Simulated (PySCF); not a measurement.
Isomers of C5H9NO2. Method used: TDDFT B3LYP/def2-SVPD, vertical, gas phase, core orbitals frozen in the response in PySCF 2.14.0, density-fitted response routines. Geometries: GFN2-xTB; one conformer of each isolated species. Triplets are in the Tamm–Dancoff approximation.

A. `NC(=O)[C@@H]1CCOC1`
B. `CNC(=O)C1COC1`
C. `CO[C@H](CO)CC#N`
D. `O=CNC/C=C\CO`

Lowest singlet levels (six at most, fewer where fewer were computed) with oscillator strengths:

1. 218 nm (f 0.000); 193 nm (f 0.003); 189 nm (f 0.023); 181 nm (f 0.004); 179 nm (f 0.014); 173 nm (f 0.003); T1 5.24 eV
2. 180 nm (f 0.003); 172 nm (f 0.009); 167 nm (f 0.007); 163 nm (f 0.028); 162 nm (f 0.014); 160 nm (f 0.017); T1 6.48 eV
3. 216 nm (f 0.001); 202 nm (f 0.003); 195 nm (f 0.002); 194 nm (f 0.003); 191 nm (f 0.003); 181 nm (f 0.005); T1 5.27 eV
4. 239 nm (f 0.015); 234 nm (f 0.006); 211 nm (f 0.002); 199 nm (f 0.087); 193 nm (f 0.007); 191 nm (f 0.001); T1 4.18 eV

Question: Match each spectrum to its molecule.

Answer: 1 = A, 2 = C, 3 = B, 4 = D.
- A: S1 at 5.70 eV, HOMO→LUMO (30%), HOMO→LUMO+1 (30%), HOMO-1→LUMO+1 (20%); Löwdin shares by element: HOMO oxygen 68%, carbon 12% or more (atoms not listed hold the other 20%); LUMO hydrogen 26% or more, carbon 14% or more, nitrogen 11% (atoms not listed hold the other 49%); HOMO -7.26 and LUMO -0.07 eV.
- B: S1 at 5.73 eV, HOMO-1→LUMO+1 (47%), HOMO-1→LUMO (42%); Löwdin shares by element: HOMO oxygen 60% or more, carbon 19% or more, hydrogen 5% or more (atoms not listed hold the other 16%); LUMO hydrogen 25% or more, carbon 21% or more (atoms not listed hold the other 54%); HOMO -7.13 and LUMO -0.12 eV.
- C: S1 at 6.88 eV, HOMO→LUMO (93%); Löwdin shares by element: HOMO oxygen 55%, carbon 17% or more (atoms not listed hold the other 28%); LUMO carbon 37% or more, hydrogen 9% or more (atoms not listed hold the other 54%); HOMO -7.86 and LUMO -0.04 eV.
- D: S1 at 5.19 eV, HOMO-1→LUMO (90%); Löwdin shares by element: HOMO oxygen 63% or more, carbon 13% or more, nitrogen 8%, hydrogen 7% or more; LUMO carbon 60% or more, oxygen 11% or more (atoms not listed hold the other 29%); HOMO -7.03 and LUMO -1.02 eV.
A and B have S1 within 0.03 eV of each other; their strongest listed levels stand at 6.57 eV (f 0.023) and 6.85 eV (f 0.005).
